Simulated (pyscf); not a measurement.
Structures and frequencies: ωB97X-D3(BJ)/def2-SVP in PySCF.

Problem. `[CH2][SiH2][CH3]` [doublet] -> `[CH3][SiH][CH3]` [doublet]
Surface: doublet. Broken: H–Si. Formed: C–H. Give ΔE‡ and ΔE from ωB97M-D3(BJ)/def2-TZVP, relative to the reactant's lowest minimum found.

Solution. ΔE‡ = 1.67 eV, ΔE = -0.41 eV. Zero-point energy shifts the barrier by -0.05 eV. It is a hydrogen shift, with an imaginary mode of 1841i cm⁻¹. One saddle was located; it need not be the lowest between these sides.
